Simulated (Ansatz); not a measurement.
Frontier orbitals of CH$_{8}$BNOSi (`CNB[SiH2]O`).

Z-matrix (Å, degrees):
```
C
N 1 1.447
H 1 1.094 2 111.3
H 1 1.089 2 109.0 3 119.7
H 1 1.094 2 111.4 3 -120.7
B 2 1.384 1 127.2 3 -120.2
H 2 1.010 1 113.3 3 59.7
Si 6 2.016 2 120.6 1 -178.9
H 6 1.204 2 117.0 1 0.7
O 8 1.662 6 112.9 2 -128.5
H 8 1.498 6 110.1 2 107.9
H 8 1.492 6 112.0 2 -10.6
H 10 0.958 8 116.3 6 -47.7
```

Total charge 0; spin multiplicity 1. Geometry: relaxed with PBE0-D4/def2-TZVP. It is one conformer, not always the lowest. Basis def2-TZVPP, Ansatz.

| functional | HOMO (eV) | LUMO (eV) | gap (eV) |
| --- | --- | --- | --- |
| PBE | -6.07 | -1.56 | 4.51 |
| r2SCAN | -6.36 | -1.30 | 5.06 |
| PBE0 | -7.39 | -0.66 | 6.73 |
| r2SCAN0 | -7.57 | -0.51 | 7.06 |
| LC-ωPBE | -10.11 | 1.55 | 11.66 |
| ωB97M-V | -9.58 | 1.17 | 10.75 |
| HF | -10.55 | 2.54 | 13.09 |

A quarter of exact exchange (PBE0) shifts PBE's HOMO by −1.32 eV and its LUMO by +0.90 eV; full exchange at long range (ωB97M-V) shifts them by −3.51 and +2.72 eV. The gap opens from 4.52 to 10.75 eV, since occupied levels lose self-interaction and empty ones feel all the electrons. A positive LUMO is unbound and depends on the basis.

LC-ωPBE has ω = 0.4 bohr⁻¹.
